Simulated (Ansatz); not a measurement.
Reaction (substitution at a C–Br bond): `CBr` + `O[SiH2][SiH](O)F` → `CO[SiH2][SiH](O)F` + HBr

Isolated molecules relaxed with PBE0-D4/def2-TZVP in Ansatz; ΔE leaves out vibrations. CBS: MP2 limit from def2 TZ/QZ plus the TZ coupled-cluster correction, frozen cores. Functionals use def2-TZVPP. B3LYP here is the variant with VWN-RPA as its local correlation; programs differ in this. For Br outer-core shells are correlated without core-valence functions, which leaves a few kJ/mol of doubt a bond. Scalar relativity is left out up to krypton. One conformer a species, not always the lowest.

`CBr`:

Z-matrix (Å, degrees):
```
C
Br 1 1.933
H 1 1.086 2 108.0
H 1 1.086 2 108.0 3 -120.0
H 1 1.086 2 108.0 3 120.0
```

`O[SiH2][SiH](O)F`:

```xyz
10

O     1.690    0.353    0.405
Si    0.149    0.580    0.987
Si   -1.075   -0.527   -0.689
O    -0.068   -0.631   -1.973
F    -1.479   -1.984   -0.159
H     2.429    0.683    0.918
H    -0.181    2.032    1.085
H    -0.007   -0.002    2.350
H    -2.331    0.100   -1.158
H     0.871   -0.605   -1.765
```

`CO[SiH2][SiH](O)F`:

```xyz
13

C    -1.838    1.657    0.904
O    -0.766    0.744    0.840
Si   -0.206    0.130   -0.581
Si    1.532   -1.332   -0.008
O     2.137   -1.878   -1.427
F     0.956   -2.555    0.853
H    -2.016    1.904    1.952
H    -2.755    1.225    0.487
H    -1.608    2.581    0.361
H    -1.292   -0.575   -1.324
H     0.295    1.223   -1.466
H     2.609   -0.742    0.832
H     2.952   -2.383   -1.422
```

HBr:

Cartesian coordinates in Å:
```
Br 0.645 0.004 0.297
H -0.645 -0.004 -0.297
```

```json
{"level": "PBE-D4", "ΔE (eV)": "0.43"}
{"level": "B3LYP-D4", "ΔE (eV)": "0.37"}
{"level": "SCS-MP2/def2-QZVPP", "ΔE (eV)": "0.43"}
{"level": "HF/CBS(def2)", "ΔE (eV)": "0.31"}
```

Task: What does CCSD(T)/CBS give? (Best estimate.)

Result: Ansatz gave: +0.43 eV. The listed levels differ from it by 0.00, -0.06, 0.00, -0.12 eV.

Largest T1 diagnostic among the species: 0.012.

In def2-TZVPP, CCSD(T) changes the Hartree–Fock value by +0.08 eV (the triples alone add +0.02 eV) and MP2 by +0.14 eV.
